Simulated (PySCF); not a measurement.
Computed vibrations of [Tm(OH)4]−

[Tm(OH)4]− (singlet in the valence; each metal's 4f electrons, 12 of them, lie in its core potential, out of spins and levels). PySCF 2.14.0, RKS PBE0, Tm lcecp-1-SVP with ECP58, O def2-SVP, H def2-SVP; non-relativistic Hamiltonian with scalar-relativistic core potentials where named; density fitting; no spin-orbit coupling. Central differences of gradients.

```xyz
9

Tm    0.0090    0.0021    0.0001
O     1.1640    1.2710    1.1816
H     1.9104    1.5775    1.6904
O    -1.1930   -1.2620    1.1780
H    -2.1368   -1.3639    1.3060
O     1.2480   -1.1944   -1.1893
H     1.3876   -2.0551   -1.5800
O    -1.2888    1.1512   -1.1706
H    -1.5606    2.0281   -1.4353
```

Run from Python with OMP_NUM_THREADS=2. Where DIIS fails, smearing, a level shift and second-order steps follow.
It took 6 min on 2 threads of Arm Neoverse N1, on a shared host.

Task: What are the harmonic wavenumbers and infrared intensities?

Result: Negative numbers are unstable modes, those under 60 cm⁻¹ near the noise; a finer grid moves soft modes by up to 10 cm⁻¹.
```csv
cm⁻¹,km/mol,symmetry
-63,–,
8,164.7,
56,62.6,
96,17.4,
104,7.4,
119,14.3,
132,51.6,
152,31.2,
184,178.8,
189,65.4,
213,161.8,
221,169.9,
257,118.7,
510,106.6,
520,154.1,
524,141.6,
552,4.0,
3974,14.6,
4007,30.1,
4007,6.0,
4030,20.3,
```

Task: Is this a minimum?

Result: No: 1 unstable; the lowest moves the atoms so:
```
Tm   0.01 -0.02 -0.01
O   -0.06  0.05 -0.02
H   -0.04  0.10 -0.07
O   -0.03  0.06  0.04
H   -0.03  0.23  0.21
O    0.00  0.03  0.00
H    0.47  0.28 -0.38
O    0.01  0.04  0.00
H    0.20  0.28  0.55
```

An lcecp potential fixes the number of 4f electrons, so in runs with it no electron can move into or out of that shell.
